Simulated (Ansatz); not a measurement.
Input for Ansatz (a first-principles code): R-CCSD(T)/aug-cc-pVTZ on CH4Be (SMILES [BeH][CH3]), atoms moved off the minimum.

Ansatz 0.2 input:
```yaml
crystal:
  periodic: [false, false, false]
  atoms:
    - {symbol: Be, position_ang: [-0.98694063, -0.45832637, -0.13106495]}
    - {symbol: H, position_ang: [-2.09157506, -1.15933165, -0.26611158]}
    - {symbol: C, position_ang: [0.53894045, 0.42347939, 0.02522683]}
    - {symbol: H, position_ang: [0.91025648, -0.01115323, 1.07798982]}
    - {symbol: H, position_ang: [0.40688078, 1.39008741, 0.08366149]}
    - {symbol: H, position_ang: [1.25181608, 0.11499532, -0.68975109]}
basis:
  gaussian:
    orbitals: aug-cc-pVTZ
magnetization: {spin_polarized: false}
correlation: {method: ccsd_t, electrons: outside_noble_gas}
scf: {lower_state_search: off}
output: {forces: true}
```

The head of its log:

```
WARN ansatz: RAYON_NUM_THREADS=2 ignored (pool sized by the plan → 2); use --threads N
Functional definition: HF
these checks for a lower state are left out or cut short: starts, cluster_reference, orbital_swaps, neighbouring_geometries, increment
integrals: 0.65 GiB planned
1036 factors; integrals over basis functions are off by at most 8.7e-4 eV
mean field: 0.38 GiB planned
mean field evaluation 1: about -1489.1793 eV, gradient 3.0e1 eV
mean field evaluation 2: about -1489.1792 eV, gradient 3.0e1 eV
mean field evaluation 4: about -1491.6877 eV, gradient 2.2e0 eV
mean field evaluation 8: about -1491.7133 eV, gradient 4.3e-4 eV
mean field -1491.71325500 eV, -54.8194510015 hartree, gradient 1.4e-6 eV, S^2 0.000000; 0 other end points of the search recorded, 0 dependent functions left out
2 core orbitals not correlated
reference -1491.71325500 eV, -54.8194510015 hartree; 5, 5 occupied and 177, 177 virtual orbitals, 1036 factors
densities: 3.55 GiB planned
```

### Question
What total energy does the run end on?

### Answer
-55.0927 hartree (reference determinant -54.8195, T1 diagnostic 0.009).
